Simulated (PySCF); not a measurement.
UHF on P(2+) (phosphorus, charge +2)

Configuration: [Ne] 3s2 3p1, 2P determinant. Calculation: PySCF 2.14, in aug-cc-pV(D+d)Z (5s4p3d, 32 functions); the non-relativistic Hamiltonian (point nucleus).

* Total energy: -339.640360 hartree
* One-electron energy: -459.0268 hartree
* Hartree (Coulomb) energy: 141.4077 hartree
* Exchange energy: -22.0213 hartree
* Kinetic energy: 339.37546 hartree
* ⟨S²⟩: 0.7624
* ⟨L²⟩: 2.038
* Sum of ⟨r⟩: 9.673 bohr
* Sum of ⟨r²⟩: 14.20 bohr²
* Traceless quadrupole moment −½Σ⟨3z² − r²⟩ along its main axis: -1.88 e·bohr²
* Density at the nucleus (Gaussians lack the cusp): 2130 bohr⁻³
* Spin density at the nucleus: 0.0832 bohr⁻³
* Langevin diamagnetic susceptibility: -11.2 ×10⁻⁶ cm³/mol
* Time after the integrals: 0.09 s of wall time on 1 thread of Neoverse-V1 (shared host)

| shell | electrons | mean orbital energy (hartree) | spread (hartree) | rms radius, mean of both spins (bohr) |
| --- | --- | --- | --- | --- |
| 1s α | 1 | -80.89956 | 0 | 0.120 |
| 1s β | 1 | -80.89030 | 0 | 0.120 |
| 2s α | 1 | -8.40619 | 0 | 0.561 |
| 2s β | 1 | -8.39587 | 0 | 0.561 |
| 2p α | 3 | -6.29678 | 0.01661 | 0.539 |
| 2p β | 3 | -6.27879 | 0.02363 | 0.539 |
| 3s α | 1 | -1.47248 | 0 | 1.90 |
| 3s β | 1 | -1.36243 | 0 | 1.90 |
| 3p α | 1 | -1.10040 | 0 | 2.14 |
